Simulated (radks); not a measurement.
Results of a calculation; reference values are marked as such.
Ionisation of the chlorine ion Cl2+, [Ne] 3s2 3p3, to Cl3+, [Ne] 3s2 3p2, under several functionals. Non-relativistic Kohn-Sham, spin-polarised, spherical densities, point nucleus; open shells are filled with parallel spins first; a radial shooting solver on a logarithmic mesh with Libxc functionals.

functional         E(Cl2+) (hartree)  Exc (hartree)  IE (eV)  -e(HOMO) (eV)  <r> HOMO (bohr)  IE error (eV)
PW91                      -458.79254      -27.47454   39.712         33.155            1.588         -0.088
PBEsol                    -457.93623      -26.59255   39.571         33.019            1.588         -0.229
Tao-Mo meta-GGA           -458.68243      -27.36333   39.711         33.188            1.588         -0.089
XLYP                      -458.95283      -27.63666   39.391         32.800            1.588         -0.409
r2SCAN                    -458.77968      -27.47270   40.208         33.770            1.586         +0.408
BLYP                      -458.81798      -27.49845   39.359         32.768            1.588         -0.441
BP86                      -458.84300      -27.52580   39.662         33.102            1.586         -0.138
exchange-only B88         -458.21202      -26.88165   38.834         32.313            1.593         -0.966

NIST Atomic Spectra Database: 39.8 eV (semi-empirical). Closest: PW91. The Delta-SCF values span 1.37 eV, the total energies 1.02 hartree. The highest occupied level is 3p. Open shells are spherical and high-spin; term and fine-structure splittings are not resolved.
